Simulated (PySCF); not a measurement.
Molfile (atoms numbered from 1):
```
C4H6AlF
     RDKit          3D

 12 11  0  0  0  0  0  0  0  0999 V2000
    2.0133   -0.4046   -0.1912 C   0  0  0  0  0  0  0  0  0  0  0  0
    0.7805   -0.7392   -0.5981 C   0  0  0  0  0  0  0  0  0  0  0  0
   -0.4597   -0.1062   -0.1443 C   0  0  0  0  0  0  0  0  0  0  0  0
   -1.6528   -0.5244   -0.6221 C   0  0  0  0  0  0  0  0  0  0  0  0
   -0.5533    1.3308    1.1676 Al  0  0  0  0  0  3  0  0  0  0  0  0
   -2.0945    1.9104    1.4464 F   0  0  0  0  0  0  0  0  0  0  0  0
    2.1819    0.3948    0.5381 H   0  0  0  0  0  0  0  0  0  0  0  0
    2.8995   -0.9193   -0.5700 H   0  0  0  0  0  0  0  0  0  0  0  0
    0.6725   -1.5501   -1.3327 H   0  0  0  0  0  0  0  0  0  0  0  0
   -1.7283   -1.3397   -1.3554 H   0  0  0  0  0  0  0  0  0  0  0  0
   -2.5976   -0.0733   -0.3016 H   0  0  0  0  0  0  0  0  0  0  0  0
    0.6087    2.0046    1.9986 H   0  0  0  0  0  0  0  0  0  0  0  0
  1  2  2  0
  2  3  1  0
  3  4  2  0
  3  5  1  0
  5  6  1  0
  1  7  1  0
  1  8  1  0
  2  9  1  0
  4 10  1  0
  4 11  1  0
  5 12  1  0
M  END
```

Geometry: PBE0-D3(BJ)/def2-SVP; GIAO shifts from PySCF 2.14, gas phase, non-relativistic, averaged over equivalent atoms.

At B97-2/pcSseg-1 (139 basis functions, 11 s wall time on 1 thread of an Arm Neoverse V1, shared host):
```csv
atoms,δ (ppm)
C3,150.3
C2,149.4
C4,143.7
C1,122.8
Al5,90.1
F6,-152.7
H9,6.54
H10,6.29
H11,6.28
H7,5.92
H8,5.36
H12,4.93
```

δ = σ(ref) − σ, references computed at the same level: ¹³C (183.69 ppm), ¹H (31.38 ppm) against TMS; ²⁷Al (495.78 ppm) vs AlH4-; ¹⁹F (178.12 ppm) vs CFCl3.

Q: What do these become at PBE0/IGLO-III?

A: 
```json
{"atoms": "C3", "δ at PBE0/IGLO-III": "159.6", "change": "+9.3"}
{"atoms": "C2", "δ at PBE0/IGLO-III": "156.5", "change": "+7.1"}
{"atoms": "C4", "δ at PBE0/IGLO-III": "148.9", "change": "+5.2"}
{"atoms": "C1", "δ at PBE0/IGLO-III": "127.6", "change": "+4.8"}
{"atoms": "Al5", "δ at PBE0/IGLO-III": "88.4", "change": "-1.7"}
{"atoms": "F6", "δ at PBE0/IGLO-III": "-161.4", "change": "-8.7"}
{"atoms": "H9", "δ at PBE0/IGLO-III": "6.93", "change": "+0.39"}
{"atoms": "H10", "δ at PBE0/IGLO-III": "6.44", "change": "+0.15"}
{"atoms": "H11", "δ at PBE0/IGLO-III": "6.39", "change": "+0.11"}
{"atoms": "H7", "δ at PBE0/IGLO-III": "5.96", "change": "+0.04"}
{"atoms": "H8", "δ at PBE0/IGLO-III": "5.38", "change": "+0.02"}
{"atoms": "H12", "δ at PBE0/IGLO-III": "5.16", "change": "+0.23"}
```

Scale: TMS for ¹³C (σref 183.78) and ¹H (σref 31.37); AlH4- for ²⁷Al (σref 484.90); CFCl3 for ¹⁹F (σref 174.63) (reference shieldings calculated alike).

The largest change is at C3 (fully substituted alkene carbon). Cost: 279 basis functions, 37 s wall time on 1 thread of an Arm Neoverse V1, shared host. The order of the carbon signals is the same at both levels.

Unscaled 19F shifts against computed CFCl3 carry errors that often reach 10 to 50 ppm.
